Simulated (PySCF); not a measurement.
## Working with the constants of LiBr⁺

UHF-CCSD(T) constants of LiBr⁺, ²Π (doublet), unpaired electrons π ↑ (PySCF, spin-free X2C with a Gaussian nucleus, basis sets Li jorge-DZP-DKH, Br jorge-DZP-DKH; masses 7.0160 and 78.9183 u):

```
ωe              : 291.6 cm⁻¹
ωexe            : 4.15 cm⁻¹
Be              : 0.36851 cm⁻¹
αe              : 0.00655 cm⁻¹
D (centrifugal) : 2.35e-06 cm⁻¹
De to Li⁺ + Br  : 0.67 eV
```

**Question.** Give the vibrational terms G(v) and spacings up to v = 6.

**Answer.** G(v) = ωe(v+½) − ωexe(v+½)².

```json
{"v": "0", "G(v) (cm⁻¹)": "145", "G(v) − G(v−1)": "", "Bv (cm⁻¹)": "0.3652"}
{"v": "1", "G(v) (cm⁻¹)": "428", "G(v) − G(v−1)": "283", "Bv (cm⁻¹)": "0.3587"}
{"v": "2", "G(v) (cm⁻¹)": "703", "G(v) − G(v−1)": "275", "Bv (cm⁻¹)": "0.3521"}
{"v": "3", "G(v) (cm⁻¹)": "970", "G(v) − G(v−1)": "267", "Bv (cm⁻¹)": "0.3456"}
{"v": "4", "G(v) (cm⁻¹)": "1228", "G(v) − G(v−1)": "258", "Bv (cm⁻¹)": "0.3390"}
{"v": "5", "G(v) (cm⁻¹)": "1478", "G(v) − G(v−1)": "250", "Bv (cm⁻¹)": "0.3325"}
{"v": "6", "G(v) (cm⁻¹)": "1720", "G(v) − G(v−1)": "242", "Bv (cm⁻¹)": "0.3259"}
```

**Question.** How well does the Morse estimate ωe²/(4ωexe) reproduce De, and what is D0?

**Answer.** It gives 0.64 eV, 95 % of the computed De. D0 = De − G(0) = 0.67 − 0.02 = 0.65 eV.

Correlated steps freeze 9 core orbitals. Correlated levels converge slowly with the basis: in double zeta they bind strong bonds too weakly, by up to about 1 eV, and carry superposition errors of some tenths. Spin–orbit coupling is left out. For an ion De counts to the pair picked by the measured ionisation energies or electron affinities, which need not be the lowest pair at this level. The state was picked by a PBE0 search and need not be the measured ground state.
